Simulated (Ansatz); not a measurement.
System: CH3BI, charge 0, multiplicity 2. SMILES: C[B]I
Geometry from a B3LYP-D3(BJ)/def2-TZVP (Ansatz, a first-principles code) optimisation:
```xyz
6

C     -2.6788     0.1199     0.1385
B     -1.2994     0.7975     0.2729
I      0.5971    -0.0850    -0.0496
H     -3.4930     0.8348     0.0070
H     -2.7173    -0.6285    -0.6585
H     -2.8662    -0.4089     1.0833
```
Charge 0, spin multiplicity 2.

Quantity: size of the dipole moment, in D. Terms: STO-3G and 3-21G all-electron and non-relativistic; 6-31G* and kin with 6d, 5d where marked; LANL2DZ with its own core potentials from Na on; no spin-orbit coupling; UHF or UKS for open shells; dispersion terms only where a functional's name holds one; def2 sets with scalar-relativistic core potentials past Kr. Ab initio and DFT rows: single points at B3LYP-D3(BJ) geometries (Ansatz).

```
level                             program  size of the dipole moment (D)
--------------------------------  -------  -----------------------------
PBE/3-21G                          Ansatz                           1.62
PBE/LANL2DZ                        Ansatz                           1.93
PBE/def2-SVP                       Ansatz                           1.54
PBE/6-31G* with LANL2DZ past Ar    Ansatz                           1.77
BLYP/6-31G* with LANL2DZ past Ar   Ansatz                           1.70
B3LYP/3-21G                        Ansatz                           1.59
B3LYP/LANL2DZ                      Ansatz                           1.91
B3LYP/def2-SVP                     Ansatz                           1.51
PBE0/6-31G* with LANL2DZ past Ar   Ansatz                           1.83
```

No value to compare with is used here. The 9 habitual levels span 1.51 (B3LYP/def2-SVP) to 1.93 D (PBE/LANL2DZ).

The levels are drawn from those run, B3LYP/6-31G* more often than the rest, none by its result; left out are runs that failed, that the program found above a lower state of the same kind, or whose <S^2> lies over 0.5 above the pure value.
